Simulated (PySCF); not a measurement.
BGeH₅O, SMILES [GeH3][O]B.

Geometry optimised at PBE0-D3(BJ)/def2-SVP.

These are TDDFT-PBE/def2-SVPD run with PySCF 2.14.0 values and carry that method's errors.

Vertical excitations. The molecule is in vacuum. State labels are in the subgroup Cs.

Computed lowest excited states:
```json
[
 {"state": "S1", "symmetry": "A\"", "energy (eV)": "5.50", "λ (nm)": "225", "f": "0.000", "main pairs": "HOMO→LUMO 100 %"},
 {"state": "S2", "symmetry": "A'", "energy (eV)": "5.77", "λ (nm)": "215", "f": "0.025", "main pairs": "HOMO→LUMO+1 98 %"},
 {"state": "S3", "symmetry": "A'", "energy (eV)": "6.28", "λ (nm)": "198", "f": "0.043", "main pairs": "HOMO→LUMO+2 98 %"},
 {"state": "S4", "symmetry": "A\"", "energy (eV)": "7.11", "λ (nm)": "174", "f": "0.001", "main pairs": "HOMO→LUMO+3 88 %"},
 {"state": "S5", "symmetry": "A\"", "energy (eV)": "7.15", "λ (nm)": "174", "f": "0.001", "main pairs": "HOMO−2→LUMO 89 %"},
 {"state": "S6", "symmetry": "A'", "energy (eV)": "7.16", "λ (nm)": "173", "f": "0.076", "main pairs": "HOMO−1→LUMO 85 %"},
 {"state": "S7", "symmetry": "A'", "energy (eV)": "7.20", "λ (nm)": "172", "f": "0.001", "main pairs": "HOMO→LUMO+4 93 %"},
 {"state": "S8", "symmetry": "A\"", "energy (eV)": "7.25", "λ (nm)": "171", "f": "0.001", "main pairs": "HOMO−1→LUMO+1 94 %"},
 {"state": "S9", "symmetry": "A'", "energy (eV)": "7.57", "λ (nm)": "164", "f": "0.001", "main pairs": "HOMO−2→LUMO+1 99 %"},
 {"state": "S10", "symmetry": "A'", "energy (eV)": "7.71", "λ (nm)": "161", "f": "0.039", "main pairs": "HOMO→LUMO+5 99 %"},
 {"state": "T1", "symmetry": "A\"", "energy (eV)": "4.96", "λ (nm)": "250", "f": "0", "main pairs": "HOMO→LUMO 99 %"},
 {"state": "T2", "symmetry": "A'", "energy (eV)": "5.51", "λ (nm)": "225", "f": "0", "main pairs": "HOMO→LUMO+1 99 %"},
 {"state": "T3", "symmetry": "A'", "energy (eV)": "6.13", "λ (nm)": "202", "f": "0", "main pairs": "HOMO→LUMO+2 99 %"},
 {"state": "T4", "symmetry": "A'", "energy (eV)": "6.35", "λ (nm)": "195", "f": "0", "main pairs": "HOMO−1→LUMO 95 %"}
]
```
Triplets are in the Tamm–Dancoff approximation, which puts them higher than full response would, so one can lie above its singlet here.
